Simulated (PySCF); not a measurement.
**[LaH4]-: from structure and modes to constants**

Level of theory: PySCF, PBE0, basis La def2-TZVPD with ECP46, H def2-TZVPD (scalar-relativistic core potentials, no spin–orbit coupling, density fitting).

The singlet minimum has Td symmetry. Masses (u): La 138.90635, H 1.00782.

```xyz
5
charge -1 multiplicity 1, angstrom
La    0.0000    0.0000    0.0000
H     1.2842    1.2842    1.2842
H     1.2842   -1.2842   -1.2842
H    -1.2842   -1.2842    1.2842
H    -1.2842    1.2842   -1.2842
```

Harmonic wavenumbers (cm⁻¹): 417.1 (t2, ×3), 465.4 (e, ×2), 1149.4 (t2, ×3), 1259.3 (a1, ×1).

Problem. Find the principal moments of inertia and the rotational constants. What kind of rotor is it?

Solution. About the centre of mass I = 13.296, 13.296, 13.296 u Å². With B = 16.8576/I this gives 1.268, 1.268, 1.268 cm⁻¹. The molecule is a spherical top.

Problem. What is the harmonic zero-point energy?

Solution. Half the sum of all 9 wavenumbers, 6890/2 = 3445 cm⁻¹, which is 41.2 kJ/mol (1 cm⁻¹ = 0.0119627 kJ/mol).

Stability towards spin polarisation was not tested. This need not be the most stable arrangement of these atoms. The lowest empty level of this anion is unbound, so it and the gap depend on the basis.
